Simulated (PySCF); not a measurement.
C3H4, charge +1, doublet, geometry from GFN2-xTB (a state made from the parent by changing its charge; the spin is typed, not shown lowest); BLYP/6-311G** run with PySCF.

Input for PySCF:
```python
from pyscf import gto, scf, dft

mol = gto.M(
    atom='''
C     1.298426   -0.000350   -0.000139
C    -0.000000   -0.000000   -0.000000
C    -1.298426    0.000350    0.000139
H     1.890776   -0.734607   -0.542867
H     1.891288    0.733588    0.542461
H    -1.890815    0.888706   -0.210728
H    -1.891249   -0.887687    0.211134
''',
    basis='6-311g**',
    charge=1,
    spin=1,
    verbose=4,
)

mf = dft.UKS(mol)
mf.xc = 'blyp'
mf.diis = False
mf.damp = 0.6
mf.diis_start_cycle = 200
mf.max_cycle = 150
mf.kernel()
```

What the program printed (banner, timings and long lists left out):

```
PySCF version 2.14.0

[INPUT] verbose = 4
[INPUT] num. atoms = 7
[INPUT] num. electrons = 21
[INPUT] charge = 1
[INPUT] spin (= nelec alpha-beta = 2S) = 1
[INPUT] symmetry False subgroup None
[INPUT] Mole.unit = angstrom
[INPUT] Symbol           X                Y                Z      unit          X                Y                Z       unit  Magmom
[INPUT]  1 C      1.298426000000  -0.000350000000  -0.000139000000 AA    2.453669533015  -0.000661404144  -0.000262671931 Bohr   0.0
[INPUT]  2 C      0.000000000000   0.000000000000   0.000000000000 AA    0.000000000000   0.000000000000   0.000000000000 Bohr   0.0
[INPUT]  3 C     -1.298426000000   0.000350000000   0.000139000000 AA   -2.453669533015   0.000661404144   0.000262671931 Bohr   0.0
[INPUT]  4 H      1.890776000000  -0.734607000000  -0.542867000000 AA    3.573048802901  -1.388206039188  -1.025869952064 Bohr   0.0
[INPUT]  5 H      1.891288000000   0.733588000000   0.542461000000 AA    3.574016342676   1.386280408267   1.025102723258 Bohr   0.0
[INPUT]  6 H     -1.890815000000   0.888706000000  -0.210728000000 AA   -3.573122502219   1.679410945258  -0.398218206777 Bohr   0.0
[INPUT]  7 H     -1.891249000000  -0.887687000000   0.211134000000 AA   -3.573942643358  -1.677485314337   0.398985435584 Bohr   0.0

nuclear repulsion = 59.3353430628111
number of shells = 40
number of NR pGTOs = 125
number of NR cGTOs = 78
basis = 6-311g**
ecp = {}

******** <class 'pyscf.dft.uks.UKS'> ********
method = UKS
initial guess = minao
damping factor = 0.6
level_shift factor = 0
DIIS disabled
SCF conv_tol = 1e-09
SCF conv_tol_grad = None
SCF max_cycles = 150
direct_scf = True
direct_scf_tol = 1e-13
number electrons alpha = 11  beta = 10
XC library pyscf.dft.libxc version 7.1.2
    S. Lehtola, C. Steigemann, M. J. T. Oliveira, and M. A. L. Marques,  SoftwareX 7, 1–5 (2018)
XC functionals = blyp
    A. D. Becke,  Phys. Rev. A 38, 3098 (1988)
    C. Lee, W. Yang, and R. G. Parr,  Phys. Rev. B 37, 785 (1988)
    B. Miehlich, A. Savin, H. Stoll, and H. Preuss,  Chem. Phys. Lett. 157, 200 (1989)
radial grids:
    Treutler-Ahlrichs [JCP 102, 346 (1995); DOI:10.1063/1.469408] (M4) radial grids

becke partition: Becke, JCP 88, 2547 (1988); DOI:10.1063/1.454033
pruning grids: <function nwchem_prune>
grids dens level: 3
symmetrized grids: False
atomic radii adjust function: <function treutler_atomic_radii_adjust>
small_rho_cutoff = 0
Set gradient conv threshold to 3.16228e-05
tot grids = 81592
init E= -116.792968757992

cycle= 1 E= -116.283562525451  delta_E= 0.509  |g|= 0.145  |ddm|= 1.48
cycle= 2 E= -116.292236959843  delta_E= -0.00867  |g|= 0.0594  |ddm|= 0.134
cycle= 3 E= -116.293508506397  delta_E= -0.00127  |g|= 0.0276  |ddm|= 0.0478
cycle= 4 E= -116.293827936342  delta_E= -0.000319  |g|= 0.016  |ddm|= 0.0337
cycle= 5 E= -116.293929958583  delta_E= -0.000102  |g|= 0.00916  |ddm|= 0.0152
cycle= 6 E= -116.293968499431  delta_E= -3.85e-05  |g|= 0.0057  |ddm|= 0.00994
cycle= 7 E= -116.293984630939  delta_E= -1.61e-05  |g|= 0.00358  |ddm|= 0.00538
cycle= 8 E= -116.293991844043  delta_E= -7.21e-06  |g|= 0.00232  |ddm|= 0.00338
cycle= 9 E= -116.293995226705  delta_E= -3.38e-06  |g|= 0.00154  |ddm|= 0.00204
cycle= 10 E= -116.29399687416  delta_E= -1.65e-06  |g|= 0.00104  |ddm|= 0.00131
cycle= 11 E= -116.29399770215  delta_E= -8.28e-07  |g|= 0.00072  |ddm|= 0.000847
cycle= 12 E= -116.293998129509  delta_E= -4.27e-07  |g|= 0.000507  |ddm|= 0.000571
cycle= 13 E= -116.293998355123  delta_E= -2.26e-07  |g|= 0.000362  |ddm|= 0.000394
cycle= 14 E= -116.29399847653  delta_E= -1.21e-07  |g|= 0.000262  |ddm|= 0.000279
cycle= 15 E= -116.29399854292  delta_E= -6.64e-08  |g|= 0.000192  |ddm|= 0.000202
cycle= 16 E= -116.293998579716  delta_E= -3.68e-08  |g|= 0.000142  |ddm|= 0.000148
cycle= 17 E= -116.293998600339  delta_E= -2.06e-08  |g|= 0.000106  |ddm|= 0.00011
cycle= 18 E= -116.293998612004  delta_E= -1.17e-08  |g|= 7.95e-05  |ddm|= 8.24e-05
cycle= 19 E= -116.293998618652  delta_E= -6.65e-09  |g|= 5.99e-05  |ddm|= 6.21e-05
cycle= 20 E= -116.293998622464  delta_E= -3.81e-09  |g|= 4.53e-05  |ddm|= 4.7e-05
cycle= 21 E= -116.293998624662  delta_E= -2.2e-09  |g|= 3.44e-05  |ddm|= 3.57e-05
cycle= 22 E= -116.293998625934  delta_E= -1.27e-09  |g|= 2.61e-05  |ddm|= 2.72e-05
cycle= 23 E= -116.293998626671  delta_E= -7.37e-10  |g|= 1.99e-05  |ddm|= 2.07e-05
Extra cycle  E= -116.29399862753  delta_E= -8.58e-10  |g|= 8.15e-06  |ddm|= 3.96e-05
converged SCF energy = -116.29399862753  <S^2> = 0.7543559  2S+1 = 2.0043512
```
